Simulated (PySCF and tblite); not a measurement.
Values are calculated unless marked as measured or tabulated.
2 diastereomers of C₃H₁₅FGeO₂Si₃, numbered alike:

```json
{"isomer": "A", "SMILES": "[CH3:1][Si@@H:2]([Si@H:3]([F:4])[GeH2:5][OH:6])[Si:7]([CH3:8])([CH3:9])[OH:10]", "descriptors (one enantiomer)": "2R, 3S"}
{"isomer": "B", "SMILES": "[CH3:1][Si@H:2]([Si@H:3]([F:4])[GeH2:5][OH:6])[Si:7]([CH3:8])([CH3:9])[OH:10]", "descriptors (one enantiomer)": "2S, 3S"}
```

Each isomer is a Boltzmann average at 298.15 K over at most 6 conformers: GFN2-xTB geometries, energies PBE0/6-31G* (D3(BJ) added where defined), GIAO shieldings PBE0/6-31G*, GFN2-xTB thermal terms. Programs: PySCF with density fitting and tblite.

(1) What shifts does each isomer give (ppm)?

(2) Which carbons tell the isomers apart best?

The conformer set may be incomplete (the search or the number kept was capped). Spin–orbit effects of the heavy atoms on shieldings are missing. H on N, O and S are left out: they exchange, and hydrogen bonds move them by several ppm. Unscaled ¹⁹F and ²⁹Si shifts at such levels can be off by tens of ppm; differences between conformers or isomers are more reliable. Shifts are unscaled: against experiment ¹³C can be off by 15 ppm or more and ¹H by 0.8 ppm. At least one structure keeps an imaginary mode at the tight-binding level.

Results:

(1) 
A: ¹H (against TMS): 0.34 (H8, 3H), 0.27 (H9, 3H), 0.11 (H1, 3H). ¹³C (against TMS): 5.6 (C9), 5.5 (C8), -9.6 (C1). ¹⁹F (against CFCl3): -243.6 (F4). ²⁹Si (against TMS): 54.0 (Si3), 29.9 (Si7), -54.4 (Si2).

B: ¹H (against TMS): 0.51 (H1, 3H), 0.22 (H8, 3H), 0.01 (H9, 3H). ¹³C (against TMS): 6.7 (C9), 2.2 (C8), -8.9 (C1). ¹⁹F (against CFCl3): -243.7 (F4). ²⁹Si (against TMS): 51.1 (Si3), 11.9 (Si7), -58.7 (Si2). H not on carbon is left out.

(2) C8: 5.5 in A, 2.2 in B ppm.
